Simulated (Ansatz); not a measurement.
All values below come from PBE-D3(BJ)/def2-SVP in Ansatz (a quantum-chemistry and plane-wave program). No frequencies were computed at this level.

Ansatz 0.2 input:
```yaml
crystal:
  periodic: [false, false, false]
  atoms:
    - { symbol: C, position_ang: [-2.346619, 0.569945, 0.021437] }
    - { symbol: C, position_ang: [-1.253998, 0.056134, 0.947693] }
    - { symbol: Si, position_ang: [0.453051, -0.128816, 0.066311] }
    - { symbol: Si, position_ang: [1.038574, 1.998818, -0.720921] }
    - { symbol: Si, position_ang: [1.91182, -0.927866, 1.711531] }
    - { symbol: Si, position_ang: [0.13904, -1.641855, -1.694854] }
    - { symbol: H, position_ang: [-3.29693, 0.662414, 0.546441] }
    - { symbol: H, position_ang: [-2.083432, 1.549136, -0.375391] }
    - { symbol: H, position_ang: [-2.488906, -0.109746, -0.817273] }
    - { symbol: H, position_ang: [-1.562717, -0.906847, 1.360554] }
    - { symbol: H, position_ang: [-1.159794, 0.736412, 1.797053] }
    - { symbol: H, position_ang: [0.805444, 3.078378, 0.243641] }
    - { symbol: H, position_ang: [2.46221, 2.048347, -1.064219] }
    - { symbol: H, position_ang: [0.312439, 2.387908, -1.93486] }
    - { symbol: H, position_ang: [3.254762, -1.109636, 1.155904] }
    - { symbol: H, position_ang: [2.059471, -0.027448, 2.858741] }
    - { symbol: H, position_ang: [1.5189, -2.224388, 2.271261] }
    - { symbol: H, position_ang: [-0.693765, -2.798166, -1.34886] }
    - { symbol: H, position_ang: [-0.49328, -1.035184, -2.871467] }
    - { symbol: H, position_ang: [1.423731, -2.17754, -2.152717] }
basis:
  gaussian: { orbitals: def2-svp }
hamiltonian:
  xc: pbe
  dispersion: d3bj
relax:
  max_steps: 150
```

Output:

```
Functional definition: PBE
1912 factors; their error is unknown
mean field evaluation 1: about -33770.6206 eV, gradient 6.1e1 eV
mean field evaluation 2: about -33749.4369 eV, gradient 1.0e2 eV
mean field evaluation 4: about -33780.9089 eV, gradient 7.3e0 eV
mean field evaluation 8: about -33781.0889 eV, gradient 1.1e-1 eV
mean field evaluation 16: about -33780.9373 eV, gradient 6.6e-4 eV
mean field -33780.93727393 eV, -1241.4265472751 hartree, gradient 8.2e-6 eV, S^2 0.000000; 0 other end points of the search recorded, 0 dependent functions left out
reference -33780.93732460 eV, -1241.4265491372 hartree; 41, 41 occupied and 129, 129 virtual orbitals, 1912 factors
relax step   1: F+E_penalty+E_count = -33781.52299046 eV  Δ(F+E_penalty+E_count) = +0.000e0 eV  max|allowed force component| = 7.749e-1 eV/Å  Δτ_max = 0.0000 Å  (30 SCF iters, accepted)
these checks for a lower state are left out or cut short: starts, cluster_reference, orbital_swaps, neighbouring_geometries, increment
1912 factors; their error is unknown
mean field -33781.16740740 eV, -1241.4350045243 hartree, gradient 1.7e-5 eV, S^2 0.000000; 0 other end points of the search recorded, 0 dependent functions left out
reference -33781.16745795 eV, -1241.4350063821 hartree; 41, 41 occupied and 129, 129 virtual orbitals, 1912 factors
relax step   2: F+E_penalty+E_count = -33781.74976886 eV  Δ(F+E_penalty+E_count) = -2.268e-1 eV  max|allowed force component| = 4.704e-1 eV/Å  Δτ_max = 0.1498 Å  (29 SCF iters, accepted)
these checks for a lower state are left out or cut short: starts, cluster_reference, orbital_swaps, neighbouring_geometries, increment
1912 factors; their error is unknown
mean field evaluation 32: about -33781.2212 eV, gradient 1.4e-3 eV
mean field -33781.22118895 eV, -1241.4369809598 hartree, gradient 1.5e-5 eV, S^2 0.000000; 0 other end points of the search recorded, 0 dependent functions left out
reference -33781.22123990 eV, -1241.4369828322 hartree; 41, 41 occupied and 129, 129 virtual orbitals, 1912 factors
relax step   3: F+E_penalty+E_count = -33781.80291435 eV  Δ(F+E_penalty+E_count) = -5.315e-2 eV  max|allowed force component| = 1.066e-1 eV/Å  Δτ_max = 0.0737 Å  (29 SCF iters, accepted)
these checks for a lower state are left out or cut short: starts, cluster_reference, orbital_swaps, neighbouring_geometries, increment
1912 factors; their error is unknown
mean field -33781.22729770 eV, -1241.4372054522 hartree, gradient 1.4e-5 eV, S^2 0.000000; 0 other end points of the search recorded, 0 dependent functions left out
reference -33781.22734866 eV, -1241.4372073249 hartree; 41, 41 occupied and 129, 129 virtual orbitals, 1912 factors
relax step   4: F+E_penalty+E_count = -33781.80903582 eV  Δ(F+E_penalty+E_count) = -6.121e-3 eV  max|allowed force component| = 9.476e-2 eV/Å  Δτ_max = 0.0768 Å  (29 SCF iters, accepted)
these checks for a lower state are left out or cut short: starts, cluster_reference, orbital_swaps, neighbouring_geometries, increment
1912 factors; their error is unknown
mean field -33781.23145275 eV, -1241.4373581475 hartree, gradient 1.4e-5 eV, S^2 0.000000; 0 other end points of the search recorded, 0 dependent functions left out
reference -33781.23150363 eV, -1241.4373600175 hartree; 41, 41 occupied and 129, 129 virtual orbitals, 1912 factors
relax step   5: F+E_penalty+E_count = -33781.81296650 eV  Δ(F+E_penalty+E_count) = -3.931e-3 eV  max|allowed force component| = 1.822e-1 eV/Å  Δτ_max = 0.0968 Å  (29 SCF iters, accepted)
these checks for a lower state are left out or cut short: starts, cluster_reference, orbital_swaps, neighbouring_geometries, increment
1912 factors; their error is unknown
mean field -33781.23457016 eV, -1241.4374727100 hartree, gradient 1.4e-5 eV, S^2 0.000000; 0 other end points of the search recorded, 0 dependent functions left out
reference -33781.23462094 eV, -1241.4374745764 hartree; 41, 41 occupied and 129, 129 virtual orbitals, 1912 factors
relax step   6: F+E_penalty+E_count = -33781.81525499 eV  Δ(F+E_penalty+E_count) = -2.288e-3 eV  max|allowed force component| = 1.325e-1 eV/Å  Δτ_max = 0.0625 Å  (29 SCF iters, accepted)
these checks for a lower state are left out or cut short: starts, cluster_reference, orbital_swaps, neighbouring_geometries, increment
1912 factors; their error is unknown
mean field -33781.23636884 eV, -1241.4375388103 hartree, gradient 1.4e-5 eV, S^2 0.000000; 0 other end points of the search recorded, 0 dependent functions left out
reference -33781.23641945 eV, -1241.4375406705 hartree; 41, 41 occupied and 129, 129 virtual orbitals, 1912 factors
relax step   7: F+E_penalty+E_count = -33781.81701932 eV  Δ(F+E_penalty+E_count) = -1.764e-3 eV  max|allowed force component| = 5.214e-2 eV/Å  Δτ_max = 0.0598 Å  (29 SCF iters, accepted)
these checks for a lower state are left out or cut short: starts, cluster_reference, orbital_swaps, neighbouring_geometries, increment
1912 factors; their error is unknown
mean field evaluation 64: about -33781.3936 eV, gradient 5.3e-3 eV
mean field -33781.23756160 eV, -1241.4375826437 hartree, gradient 1.4e-5 eV, S^2 0.000000; 0 other end points of the search recorded, 0 dependent functions left out
reference -33781.23761218 eV, -1241.4375845024 hartree; 41, 41 occupied and 129, 129 virtual orbitals, 1912 factors
relax step   8: F+E_penalty+E_count = -33781.81790365 eV  Δ(F+E_penalty+E_count) = -8.843e-4 eV  max|allowed force component| = 3.134e-2 eV/Å  Δτ_max = 0.0373 Å  (29 SCF iters, accepted)
these checks for a lower state are left out or cut short: starts, cluster_reference, orbital_swaps, neighbouring_geometries, increment
1912 factors; their error is unknown
mean field -33781.23781001 eV, -1241.4375917724 hartree, gradient 1.4e-5 eV, S^2 0.000000; 0 other end points of the search recorded, 0 dependent functions left out
reference -33781.23786051 eV, -1241.4375936283 hartree; 41, 41 occupied and 129, 129 virtual orbitals, 1912 factors
relax step   9: F+E_penalty+E_count = -33781.81830200 eV  Δ(F+E_penalty+E_count) = -3.984e-4 eV  max|allowed force component| = 4.336e-2 eV/Å  Δτ_max = 0.0497 Å  (29 SCF iters, accepted)
these checks for a lower state are left out or cut short: starts, cluster_reference, orbital_swaps, neighbouring_geometries, increment
1912 factors; their error is unknown
mean field -33781.23760132 eV, -1241.4375841034 hartree, gradient 1.4e-5 eV, S^2 0.000000; 0 other end points of the search recorded, 0 dependent functions left out
reference -33781.23765178 eV, -1241.4375859575 hartree; 41, 41 occupied and 129, 129 virtual orbitals, 1912 factors
relax step  10: F+E_penalty+E_count = -33781.81856637 eV  Δ(F+E_penalty+E_count) = -2.644e-4 eV  max|allowed force component| = 3.657e-2 eV/Å  Δτ_max = 0.0409 Å  (29 SCF iters, accepted)
these checks for a lower state are left out or cut short: starts, cluster_reference, orbital_swaps, neighbouring_geometries, increment
1912 factors; their error is unknown
mean field -33781.23818535 eV, -1241.4376055659 hartree, gradient 1.3e-5 eV, S^2 0.000000; 0 other end points of the search recorded, 0 dependent functions left out
reference -33781.23823583 eV, -1241.4376074211 hartree; 41, 41 occupied and 129, 129 virtual orbitals, 1912 factors
relax step  11: F+E_penalty+E_count = -33781.81883448 eV  Δ(F+E_penalty+E_count) = -2.681e-4 eV  max|allowed force component| = 1.735e-2 eV/Å  Δτ_max = 0.0135 Å  (23 SCF iters, accepted)
these checks for a lower state are left out or cut short: starts, cluster_reference, orbital_swaps, neighbouring_geometries, increment
1912 factors; their error is unknown
mean field -33781.23830351 eV, -1241.4376099081 hartree, gradient 1.3e-5 eV, S^2 0.000000; 0 other end points of the search recorded, 0 dependent functions left out
reference -33781.23835399 eV, -1241.4376117635 hartree; 41, 41 occupied and 129, 129 virtual orbitals, 1912 factors
relax step  12: F+E_penalty+E_count = -33781.81886245 eV  Δ(F+E_penalty+E_count) = -2.797e-5 eV  max|allowed force component| = 1.110e-2 eV/Å  Δτ_max = 0.0049 Å  (23 SCF iters, accepted)
these checks for a lower state are left out or cut short: starts, cluster_reference, orbital_swaps, neighbouring_geometries, increment
1912 factors; their error is unknown
mean field evaluation 96: about -33781.3948 eV, gradient 3.2e-1 eV
mean field -33781.23838663 eV, -1241.4376129629 hartree, gradient 2.0e-5 eV, S^2 0.000000; 0 other end points of the search recorded, 0 dependent functions left out
reference -33781.23843712 eV, -1241.4376148184 hartree; 41, 41 occupied and 129, 129 virtual orbitals, 1912 factors
relax step  13: F+E_penalty+E_count = -33781.81887796 eV  Δ(F+E_penalty+E_count) = -1.551e-5 eV  max|allowed force component| = 6.657e-3 eV/Å  Δτ_max = 0.0077 Å  (22 SCF iters, accepted)
1912 factors; their error is unknown
mean field -33781.23838663 eV, -1241.4376129629 hartree, gradient 2.0e-5 eV, S^2 0.000000; 1 other end points of the search recorded, 0 dependent functions left out
reference -33781.23843712 eV, -1241.4376148184 hartree; 41, 41 occupied and 129, 129 virtual orbitals, 1912 factors
Total energy: -33781.81892845 eV, -1241.4589474811 hartree
Atom 0 at    -2.471207     0.608798     0.000221 Å, force     0.003737    -0.001803     0.003356 eV/Å
Atom 1 at    -1.383338     0.089653     0.948316 Å, force    -0.006657     0.002343    -0.003420 eV/Å
Atom 2 at     0.338790    -0.117337     0.129538 Å, force     0.000176    -0.000712    -0.000030 eV/Å
Atom 3 at     1.129527     1.935407    -0.708931 Å, force     0.001881     0.002076    -0.001448 eV/Å
Atom 4 at     1.914392    -0.922959     1.679354 Å, force     0.000936    -0.000179     0.001831 eV/Å
Atom 5 at     0.244389    -1.638346    -1.664881 Å, force     0.000773    -0.001829    -0.003018 eV/Å
Atom 6 at    -3.447270     0.711843     0.518193 Å, force     0.000268    -0.000008     0.000011 eV/Å
Atom 7 at    -2.210808     1.603638    -0.416805 Å, force    -0.000526     0.000050    -0.000355 eV/Å
Atom 8 at    -2.623833    -0.073852    -0.861266 Å, force    -0.000481     0.000567    -0.000188 eV/Å
Atom 9 at    -1.665864    -0.898171     1.372850 Å, force     0.001122    -0.000005     0.000862 eV/Å
Atom 10 at    -1.254642     0.772521     1.816052 Å, force     0.000950    -0.000946     0.000643 eV/Å
Atom 11 at     1.191198     2.968274     0.388083 Å, force    -0.000225    -0.001472    -0.000500 eV/Å
Atom 12 at     2.513236     1.761913    -1.278074 Å, force    -0.001197    -0.000613     0.000775 eV/Å
Atom 13 at     0.234309     2.464291    -1.800470 Å, force     0.000375    -0.000521     0.000459 eV/Å
Atom 14 at     3.260497    -1.078555     1.022267 Å, force    -0.000439     0.000192    -0.000805 eV/Å
Atom 15 at     2.057096     0.029371     2.839402 Å, force    -0.000120     0.000843     0.000040 eV/Å
Atom 16 at     1.490971    -2.263998     2.222834 Å, force    -0.000528    -0.000427    -0.000516 eV/Å
Atom 17 at    -0.290106    -2.970702    -1.203014 Å, force     0.000936     0.001832     0.000185 eV/Å
Atom 18 at    -0.649557    -1.132017    -2.768112 Å, force     0.000523    -0.000255     0.000788 eV/Å
Atom 19 at     1.622222    -1.849772    -2.235552 Å, force    -0.001502     0.000866     0.001327 eV/Å
Dipole moment:    -0.231562     0.031128     0.098611 e Å
```

Cost: very roughly 100 core-seconds.
